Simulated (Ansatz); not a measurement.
Li2Cl2⁺. Total charge 1; doublet. Geometry PBE-D4/def2-TZVP, basis def2-TZVP, Ansatz.

| atom | x (Å) | y (Å) | z (Å) |
| --- | --- | --- | --- |
| Li1 | -3.186 | -0.812 | -0.392 |
| Li2 | 1.036 | 0.264 | 0.130 |
| Cl3 | 3.245 | 0.843 | 0.400 |
| Cl4 | -1.095 | -0.295 | -0.138 |

| run | HOMO (eV) | LUMO (eV) |
| --- | --- | --- |
| A | -11.87 | -11.81 |
| B | -13.81 | -10.00 |
| C | -11.84 | -11.73 |
| D | -12.42 | -11.16 |

HOMO above LUMO, or a gap near zero within one spin, warns that the state may not be the lowest or that an electron is smeared out. Another isomer (doublet) lies 0.60 eV lower at PBE0-D4/def2-TZVP; other spin states weren't run for this one.

HOMO and LUMO are taken over both spins.

**Question.** The runs used CAM-B3LYP, PBE, PBE0, r2SCAN. Estimate which is which.

**Answer.** A PBE (0 % exact exchange); B CAM-B3LYP (range-separated); C r2SCAN (0 % exact exchange); D PBE0 (25 % exact exchange). Exact exchange lowers occupied and raises empty levels; among semilocal functionals meta-GGAs tend to open the gap a little, and such runs are hard to tell apart. The gap grows from 0.07 eV (PBE) to 3.81 eV (CAM-B3LYP). At PBE-D4/def2-TZVP, r2SCAN-D4/def2-TZVP the gap within one spin of the charge 1 doublet nearly closes, so an electron or hole may be smeared out by delocalisation error.
